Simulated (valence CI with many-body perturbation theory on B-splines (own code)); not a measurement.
## Ir⁶⁴⁺: what the settings do

Computed by relativistic CI+MBPT: three valence electrons over a frozen Dirac-Fock core [Ne], a basis of 6 s, 6 p, 5 d, 3 f, 1 g functions for each j, with the one-electron correlation potential Σ1, the two-electron term Σ2, the three-electron term Σ3, Breit, model QED; selected CI, second order for the rest, scaled by the run's own slope (own B-spline code, finite nucleus).

No measured spectrum was set against this ion. As an estimate, large intervals hold to a few tenths of a per cent, small ones and those within an open d or f shell to about a per cent.

The reference run has the lowest level (3s^2 3p1/2) J=1/2 and an ionisation energy of 7422.48 eV. Its largest variational space holds 2743 state functions.

Levels are named by their leading jj configuration (3d3/2^4 stands for four electrons in 3d with j = 3/2), which in mixed levels can hold well under half, so a name can repeat and another be missing. Letters in brackets count levels of one name in rising energy.

Changed runs:
A. Davidson tolerance 2e-05 → 0.001
B. size limit of the variational space 10000 → 1500; second order for the rest on → off; QED terms on → off
C. scale of Σ1 1 → 0; scale of Σ2 1 → 0; three-electron term on → off
D. box radius (bohr) 1.2967 → 0.35 (bad on purpose)

Excitation energies of the reference run in cm⁻¹, and shifts in cm⁻¹:

```csv
Level,Reference,A,B,C
(3s 3p1/2^2) J=1/2,1442300,0,+43176,+2837
(3s^2 3p3/2) J=3/2,3546800,0,-3246,-2535
(3s 3p1/2 3p3/2) J=3/2 [a],4728590,0,+39129,-2093
(3s 3p1/2 3p3/2) J=5/2,4884270,0,+38918,-799
(3s 3p1/2 3p3/2) J=3/2 [b],5058800,0,+32656,+724
(3s 3p1/2 3p3/2) J=1/2,5146680,0,+39658,+3833
(3s^2 3d3/2) J=3/2,5535410,0,+12726,+5829
(3s^2 3d5/2) J=5/2,6253230,0,+3946,+2174
(3s 3p1/2 3d3/2) J=3/2 [a],6463270,0,+62612,+2641
(3s 3p1/2 3d3/2) J=3/2 [b],6573300,0,+62199,+4006
(3s 3p1/2 3d3/2) J=5/2,6670880,0,+48136,+3431
(3s 3p1/2 3d3/2) J=1/2,6897510,0,+48015,+7068
Ionisation energy (eV),7422.48,0,+0.35,-1.09
```

No effect on these energies: A.

Run D: It gave no result. The program said: "need at least one array to concatenate".
